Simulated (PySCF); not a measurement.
SCF from a fresh guess for singlet ScH₂⁺, at the PBE0 minimum. PySCF input:

```python
from pyscf import gto, scf, dft
mol = gto.M(atom='''
Sc    -0.043370    -0.000000    -0.000000
H      0.967300     1.398610    -0.000000
H      0.967300    -1.398610     0.000000''',
    basis={'Sc': 'def2-TZVP', 'H': 'def2-TZVP'},
    charge=1, spin=0)
mf = dft.RKS(mol, xc='PBE0')
mf.grids.atom_grid = (50, 194)
aux = {'Sc': 'def2-universal-JKFIT', 'H': 'def2-universal-JKFIT'}
mf = mf.density_fit(auxbasis=aux)
mf.conv_tol = 1e-08
mf.diis_space = 10
mf.max_cycle = 60
mf.init_guess = 'minao'
mf.verbose = 4
mf.kernel()
```

Excerpt of the output (cycles and frontier levels):

```
init E= -761.229585699847
  HOMO = -0.423959305060487  LUMO = -0.317844700825825  gap/eV = 2.88753
cycle= 1 E= -761.29763966245  delta_E= -0.0681  |g|=  0.6  |ddm|= 2.02
  HOMO = -0.468530832201954  LUMO = -0.243562458478  gap/eV = 6.12170
cycle= 2 E= -761.287504241783  delta_E= 0.0101  |g|= 0.578  |ddm|= 0.945
  HOMO = -0.507901139042985  LUMO = -0.330544120514067  gap/eV = 4.82613
cycle= 3 E= -761.363528638883  delta_E= -0.076  |g|= 0.0862  |ddm|= 0.568
  HOMO = -0.510885643592977  LUMO = -0.316789211456279  gap/eV = 5.28163
cycle= 4 E= -761.365811543429  delta_E= -0.00228  |g|= 0.0211  |ddm|= 0.0933
  HOMO = -0.509853417215651  LUMO = -0.31623383926742  gap/eV = 5.26866
cycle= 5 E= -761.365917909847  delta_E= -0.000106  |g|= 0.00399  |ddm|= 0.0138
  HOMO = -0.509599662231504  LUMO = -0.316715699574709  gap/eV = 5.24864
cycle= 6 E= -761.365924688427  delta_E= -6.78e-06  |g|= 0.000616  |ddm|= 0.00434
  HOMO = -0.509462176273354  LUMO = -0.316612590833262  gap/eV = 5.24770
cycle= 7 E= -761.365925079032  delta_E= -3.91e-07  |g|= 0.000143  |ddm|= 0.0021
  HOMO = -0.509434858380365  LUMO = -0.316578400891175  gap/eV = 5.24789
cycle= 8 E= -761.365925092222  delta_E= -1.32e-08  |g|= 1.14e-05  |ddm|= 0.0004
  HOMO = -0.509437965511865  LUMO = -0.316581795120659  gap/eV = 5.24788
cycle= 9 E= -761.365925092268  delta_E= -4.58e-11  |g|= 1.07e-06  |ddm|= 1.82e-05
  HOMO = -0.509437994829061  LUMO = -0.316581933411797  gap/eV = 5.24788
Extra cycle  E= -761.365925092267  delta_E= 9.09e-13  |g|= 5.7e-07  |ddm|= 3.66e-06
converged SCF energy = -761.365925092267
```

No lower solution of this spin was found by a stability analysis within the restricted form, which does not test spin polarisation.

Stability towards spin polarisation was not tested.

The search for the lowest solution, with the stability check, took 1.5 s on 2 threads of a shared Arm Neoverse N1 host, with 57 basis functions; the process peaked at 0.26 GiB.
